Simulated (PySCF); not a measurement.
Species: tetramethylbutane, C₈H₁₈.
SMILES: `C(C)(C)(C(C)(C)C)C`

Torsions of this conformer, `[CH3:1][C:2]([CH3:3])([CH3:4])[C:5]([CH3:6])([CH3:7])[CH3:8]`: C1–C2–C5–C6 168°.

The closed-shell ground state was solved at several levels (PySCF, density fitting, gas phase, non-relativistic). Geometry: PBE0-D3(BJ)/def2-SVP; no solvent, vibrations or thermal averaging. The dipole stays under 0.02 D at every level.

| level | basis functions | HOMO (eV) | LUMO (eV) | gap (eV) |
| --- | --- | --- | --- | --- |
| PBE0/def2-SVP | 202 | -8.37 | 1.51 | 9.88 |
| wB97X-D/def2-SVPD | 304 | -10.28 | 2.25 | 12.53 |
| PBE0/6-31G* | 148 | -8.21 | 2.23 | 10.44 |
| PBE0/6-31+G* | 180 | -8.37 | 0.35 | 8.72 |

Task: What might PBE0/pcSseg-1 (226 basis functions) give for the same quantities?

Result: HOMO -8.42 eV, LUMO 1.27 eV, gap 9.69 eV.

Task: Over all these levels, which gives the widest orbital gap and which the narrowest?

Result: wB97X-D/def2-SVPD (range-separated hybrid) has the widest, 12.53 eV, and PBE0/6-31+G* (global hybrid, 25 % exact exchange) the narrowest, 8.72 eV. Functional and basis both differ between the two, so the spread mixes both effects.

Task: How much does the basis alone move the frontier levels among the 4 PBE0 rows (the withheld one included)?

Result: The HOMO by 0.21 eV and the LUMO by 1.88 eV. By rising basis size (HOMO, LUMO in eV): 6-31G* -8.21, 2.23; 6-31+G* -8.37, 0.35; def2-SVP -8.37, 1.51; pcSseg-1 -8.42, 1.27.
